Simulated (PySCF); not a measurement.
## Correlation energy of Ni²⁺ (nickel, charge +2)

[Ar] 3d7 4p1, one real determinant (an excited configuration). Calculation: PySCF 2.14, in x2c-TZVPPall; scalar relativity by spin-free X2C-1e. Frozen: [Ar]; 8 electrons correlated.

MP2 pair energies summed by pair of shells (mhartree):

```json
{"pair": "3d-3d", "energy": "-168.95", "share (%)": "92.0"}
{"pair": "3d-4p", "energy": "-14.73", "share (%)": "8.0"}
```

Total MP2 correlation energy: -183.68 mhartree.

Same-spin part -82.70 and opposite-spin part -100.98 mhartree; SCS-MP2 scales them by 1/3 and 6/5 to -148.75 mhartree.

The reference is one real determinant that mixes LS terms of this configuration.
